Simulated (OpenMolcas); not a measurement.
Computed levels of 3d⁶ in ions with 24 electrons, in cm-1 above ⁵D₄.

* Program: OpenMolcas 26.06
* Method: MS-RASPT2, IPEA 0.25 Eh, imaginary shift 0.1 Eh
* Basis: ANO-R2
* Scalar Hamiltonian: X2C, finite nucleus
* Spin-orbit coupling: state interaction with AMFI integrals over the reference wave functions, term energies averaged over their components

Active space for each ion: 12 electrons in 8 orbitals (RAS1 3p, at most 2 holes; RAS2 3d); closed shells correlated by CASPT2: 3s.

| Level | Co3+ | Cu5+ |
| --- | --- | --- |
| ⁵D₃ | 623 | 1138 |
| ⁵D₂ | 1054 | 1900 |
| ⁵D₁ | 1330 | 2380 |
| ⁵D₀ | 1465 | 2620 |
| ³P₂(1) | 23260 | 30120 |
| ³H₆ | 23790 | 30890 |
| ³H₅ | 24090 | 31390 |
| ³H₄ | 24300 | 31650 |
| ³P₁(1) | 25090 | 33450 |

Estimate ⁵D₀, ³P₂(1), ³H₆ for Ni4+ from its neighbours Co3+ and Cu5+.

⁵D₀ is fine structure, which grows about as the fourth power of a screened charge, so the fourth roots are averaged: ((1465^0.25 + 2620^0.25) / 2)^4 = 1980. The calculation gives 1989, so the estimate is off by -0.5 %; the measured value is 2058 (Corliss and Sugar, J. Phys. Chem. Ref. Data 10, 197 (1981)).
³P₂(1) is another term, which grows about linearly with the charge: (23260 + 30120) / 2 = 26690. The calculation gives 26860, so the estimate is off by -0.6 %; the measured value is 26153 (Corliss and Sugar, J. Phys. Chem. Ref. Data 10, 197 (1981)).
³H₆ is another term, which grows about linearly with the charge: (23790 + 30890) / 2 = 27340. The calculation gives 27450, so the estimate is off by -0.4 %; the measured value is 27111 (Corliss and Sugar, J. Phys. Chem. Ref. Data 10, 197 (1981)).

CASPT2 does not keep the components of a term degenerate, so their means are used; among the terms shown or strongly mixed into the levels shown the widest spread is 290 cm-1 (3d⁶ ³H, Co3+). Active for correlation alone: 3p; no level in the range computed is led by a configuration that opens it, so any true level of that kind is missing. The CASPT2 spread within a term exceeds the gap to the next term for 3d⁶ ³H and 3d⁶ ³P(1), so the order of their levels is uncertain. Computed and measured levels are paired by configuration, term and J; levels that our copy of the source lacks, or whose pairing is in doubt (as where it misses far off the trend of its configuration), stay unpaired and out of the deviations. Levels of configurations outside the active space are missing.

A number in round brackets counts repeated terms of one configuration in the order of the reference energies.
